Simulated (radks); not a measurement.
Values are calculated unless marked as measured or tabulated.
Cd XXII, 27 electrons, occupied as [Ar] 3d9 (the NIST ground configuration). Code: a radial shooting solver on a logarithmic mesh with Libxc functionals. Model: Dirac Kohn-Sham, LB94 model potential, spin-unpolarised, spherical densities, finite nucleus; open shells fill j = l - 1/2 first; Fermi nuclear charge, rms radius 4.6087 fm.

Unscreened Slater integrals over Kohn-Sham orbitals (hartree). Large and small components are both included. Empty in this configuration: 4s1/2.

| integral | value |
|---|---|
| F0(3d5/2,3d5/2) | 2.8207 |
| F2(3d5/2,3d5/2) | 1.4181 |
| F4(3d5/2,3d5/2) | 0.90757 |
| F0(3d5/2,3d3/2) | 2.8348 |
| F2(3d5/2,3d3/2) | 1.4231 |
| G2(3d5/2,3d3/2) | 1.4147 |
| G4(3d5/2,3d3/2) | 0.90527 |
| F0(3d5/2,3p3/2) | 2.6605 |
| F2(3d5/2,3p3/2) | 1.2843 |
| G1(3d5/2,3p3/2) | 1.4452 |
| G3(3d5/2,3p3/2) | 0.93805 |
| F0(3d5/2,3p1/2) | 2.7056 |
| G3(3d5/2,3p1/2) | 0.96851 |
| F0(3d5/2,4s1/2) | 1.5481 |
| G2(3d5/2,4s1/2) | 0.15072 |
| F0(3d3/2,3d3/2) | 2.8492 |
| F2(3d3/2,3d3/2) | 1.4285 |
| F0(3d3/2,3p3/2) | 2.6718 |
| F2(3d3/2,3p3/2) | 1.2841 |
| G1(3d3/2,3p3/2) | 1.4375 |
| G3(3d3/2,3p3/2) | 0.93311 |
| F0(3d3/2,3p1/2) | 2.7176 |
| G1(3d3/2,3p1/2) | 1.5029 |
| F0(3d3/2,4s1/2) | 1.5508 |
| G2(3d3/2,4s1/2) | 0.14974 |
| F0(3p3/2,3p3/2) | 2.5638 |
| F2(3p3/2,3p3/2) | 1.2926 |
| F0(3p3/2,3p1/2) | 2.6016 |
| G2(3p3/2,3p1/2) | 1.3028 |
| F0(3p3/2,4s1/2) | 1.5253 |
| G1(3p3/2,4s1/2) | 0.15459 |
| F0(3p1/2,3p1/2) | 2.6417 |
| F0(3p1/2,4s1/2) | 1.5337 |
| G1(3p1/2,4s1/2) | 0.15526 |
| F0(4s1/2,4s1/2) | 1.2328 |
